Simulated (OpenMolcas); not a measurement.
# CH2FNOSi (SMILES O=C=N[SiH2]F): the dipole moment, rung by rung

The species is CH2FNOSi (7 atoms), meant as a singlet with charge 0. SMILES: `O=C=N[SiH2]F`. The shape is that of a PBE0-D4/def2-TZVP optimisation. This is one conformer, not always the lowest.

```xyz
7

O    -0.5738   -2.9080   -0.5520
C    -0.3069   -1.8169   -0.2561
N    -0.0190   -0.7062    0.0761
Si    0.2121    0.9683    0.1889
F    -0.4202    1.6710   -1.0910
H    -0.4903    1.4703    1.3848
H     1.6593    1.2536    0.2037
```

Each level gives the dipole moment (D). The values are calculated.

```
         level           kind     program  value (D)  CPU time
    HF/cc-pVDZ   Hartree–Fock  OpenMolcas       2.01      11 s
 SVWN5/cc-pVDZ            LDA  OpenMolcas       1.56      30 s
  BLYP/cc-pVDZ            GGA  OpenMolcas       1.48      41 s
   PBE/cc-pVDZ            GGA  OpenMolcas       1.48      41 s
 M06-L/cc-pVDZ       meta-GGA  OpenMolcas       1.69      51 s
  TPSS/cc-pVDZ       meta-GGA  OpenMolcas       1.50      58 s
r2SCAN/cc-pVDZ       meta-GGA  OpenMolcas       1.60      51 s
 BHLYP/cc-pVDZ  global hybrid  OpenMolcas       1.84      44 s
```

The values span 1.48 to 2.01 D. Magnitudes only. Times are those of the runs behind each value, whatever else they computed, on shared processors of several kinds: orders of magnitude only.
